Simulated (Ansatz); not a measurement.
System: CH$_{6}$Sn, net charge 0, singlet state. 
Coordinates optimised at B3LYP-D3(BJ)/def2-TZVP (Ansatz, a quantum-chemistry and plane-wave program):
```
Sn
H 1 1.7141
H 1 1.7141 2 108.86
H 1 1.7141 2 108.86 3 118.53
C 1 2.1582 2 110.08 4 120.74
H 5 1.0887 1 109.81 2 -180.00
H 5 1.0887 6 109.13 1 -120.42
H 5 1.0887 6 109.13 7 -119.17
```

Computed values are from Ansatz. Valence correlation only, unless marked. Open shells are spin-unrestricted. Spin-orbit coupling is left out. The frozen core is the preceding noble-gas configuration, with the filled d and f shells of earlier blocks. In def2 rows, elements after Kr have scalar-relativistic effective core potentials. CBS(X,Y): correlation extrapolated as X^-3; Hartree-Fock from the larger set.

* **atomisation energy De**: 2344.5 kJ/mol at CCSD(T)/CBS(def2-TZVPPD,def2-QZVPPD)
* **vertical ionisation energy (to the doublet)**: 10.67 eV at CCSD(T)/CBS(def2-TZVPPD,def2-QZVPPD)
* **vertical triplet-singlet gap**: 6.76 eV at CCSD(T)/CBS(def2-TZVPPD,def2-QZVPPD)
* **total energy**: -255.0853 Eh at CCSD(T)/CBS(def2-TZVPPD,def2-QZVPPD)
* **dipole moment**: 0.69 D at CCSD(T)/def2-SVPD
* **T1 diagnostic**: 0.010 at CCSD/def2-QZVPPD
